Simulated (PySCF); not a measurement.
## Electron correlation in Cl⁺ (chlorine, charge +1)

[Ne] 3s2 3p4, high-spin 3P determinant. All numbers are calculated (PySCF 2.14, no relativity, point nucleus, in 6-31G*). Frozen: [Ne]; 6 electrons correlated.

MP2 pair energies summed by pair of shells (mhartree):

```tsv
pair	energy	share (%)
3p-3p	-39.97	47.6
3s-3p	-36.81	43.9
3s-3s	-7.13	8.5
```

Total MP2 correlation energy: -83.91 mhartree.

Same-spin part -20.04 and opposite-spin part -63.87 mhartree; SCS-MP2 scales them by 1/3 and 6/5 to -83.33 mhartree.

| level | correlation energy (mhartree) |
| --- | --- |
| CCSD | -102.63 |
| (T) | -1.16 |
| CCSD(T) | -103.79 |

Diagnostics: T1 = 0.0058, D1 = 0.0189, largest double amplitude 0.049.

Task: Is a single reference adequate?

Result: Yes: T1 lies below 0.03 and no double amplitude reaches 0.07.
